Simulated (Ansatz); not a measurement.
Molecule: C$_{4}$H$_{4}$N, charge 0, multiplicity 2. It need not be the lowest isomer of its formula. 
Structure (B3LYP-D3(BJ)/def2-TZVP (Ansatz, a first-principles code) minimum search):
SMILES: C/C=[C]\C#N
```xyz
9

C     -2.1036    -0.2454     0.0505
C     -0.7935    -0.9774     0.1554
C      0.3858    -0.4265     0.0634
C      1.3185     0.5204    -0.0881
N      2.1922     1.2926    -0.2124
H     -1.9561     0.8198    -0.1146
H     -2.6939    -0.6552    -0.7731
H     -2.6834    -0.3871     0.9661
H     -0.8554    -2.0525     0.3215
```
Charge 0, spin multiplicity 2.

Total electronic energies in hartree. Cores are frozen in the correlated levels unless marked. UHF or UKS for open shells. Spin-orbit coupling is left out. Non-relativistic unless marked X2C. CBS(X,Y): correlation extrapolated as X^-3; Hartree-Fock from the larger set. [CCSD(T)-MP2]/basis is that difference in the basis named.

The UHF reference is spin-contaminated (<S^2> 0.60 over the pure value in the largest basis). The T1 diagnostic of CCSD in the largest basis is 0.049, which is high, so the coupled-cluster rows are less sure than usual.

| level | program | energy (Eh) |
|---|---|---|
| BLYP-D3(BJ)/def2-TZVPD | Ansatz + dftd3 | -209.50263 |
| wB97M-V/def2-TZVPD | Ansatz | -209.46632 |
| B2GP-PLYP-D3(BJ)/def2-TZVPD | Ansatz + dftd3 | -209.32642 |
| MP2/STO-3G | Ansatz | -205.81293 |
| SCS-MP2/6-31G* | Ansatz | -208.74466 |
| CCSD/cc-pVTZ | Ansatz | -209.05368 |
| X2C-CCSD(T)/cc-pVTZ-DK | Ansatz | -209.18302 |
| RI-MP2/CBS(cc-pVTZ,cc-pVQZ)+[CCSD(T)-MP2]/cc-pVDZ | Ansatz | -209.1905 |
| RI-MP2/CBS(cc-pVTZ,cc-pVQZ)+[CCSD(T)-MP2]/cc-pVTZ | Ansatz | -209.1943 |

Totals of different functionals don't rank their quality; only differences between species are comparable.
